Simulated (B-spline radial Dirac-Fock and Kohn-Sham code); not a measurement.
**Dipole and non-dipole photoemission parameters of Sn 3d5/2**

System: neutral tin in the configuration [Kr] 4d10 5s2 5p2; threshold 484.9 eV (tabulated edge). Model: Dirac-Hartree-Slater photoionisation with a Latter tail; cross sections with all multipoles, angular parameters from the dipole term and its interference with E2. Program: a B-spline atomic structure program.

The run's input, task.json:

```json
{"items": [{
  "Z": 50,
  "q": 0,
  "cfg": [[1, 0, 2], [2, 0, 2], [2, 1, 6], [3, 0, 2], [3, 1, 6], [3, 2, 10], [4, 0, 2], [4, 1, 6], [4, 2, 10], [5, 0, 2], [5, 1, 2]],
  "A": 120,
  "rrms": 4.6519,
  "do": "xps",
  "hv": [78.2, 85.0, 94.2, 96.0, 100, 118.0, 120.0, 150, 215.0, 483.0, 511.0, 533.0, 540.0, 753.0, 909.0, 916.0, 1690.0, 1950.0, 2000, 2900.0, 3960.0, 4170.0, 5414.7, 5550.0, 5840.0, 6000, 8047.8, 9290.0, 12000, 15000],
  "edges": {"K": 29200.0, "L1": 4465.0, "L2": 4156.0, "L3": 3929.0, "M1": 884.7, "M2": 756.5, "M3": 714.6, "M4": 493.2, "M5": 484.9, "N1": 137.1, "N2": 83.6, "N3": 83.6}
}]}
```

Run with: `python xray2_run.py task.json out`

```csv
hν (eV),σ (kb),β,γ,δ
511,1780,1.070,0.029,-0.003
533,2510,0.523,-0.004,-0.001
540,2390,0.456,-0.011,-0.001
753,?,?,?,?
909,725,1.006,-0.038,0.025
916,712,1.013,-0.036,0.025
1690,136,1.223,0.270,0.058
1950,89.2,1.219,0.367,0.067
2000,82.6,1.217,0.384,0.069
2900,25.8,1.148,0.655,0.099
3960,9.16,1.052,0.886,0.135
4170,7.68,1.034,0.925,0.142
5414.7,3.08,0.938,1.115,0.185
5550,2.82,0.928,1.132,0.189
5840,2.34,0.909,1.168,0.199
6000,2.13,0.898,1.187,0.205
8047.8,0.720,0.784,1.381,0.273
9290,0.418,0.729,1.469,0.313
12000,0.155,0.633,1.613,0.396
15000,0.0639,0.553,1.719,0.483
```

Q: Give the values at 753 eV.

A: σ = 1110 kb, β = 0.807, γ = -0.072, δ = 0.013.

Values without a named source are computed, but for edge energies of neutral atoms, which are taken from tables.
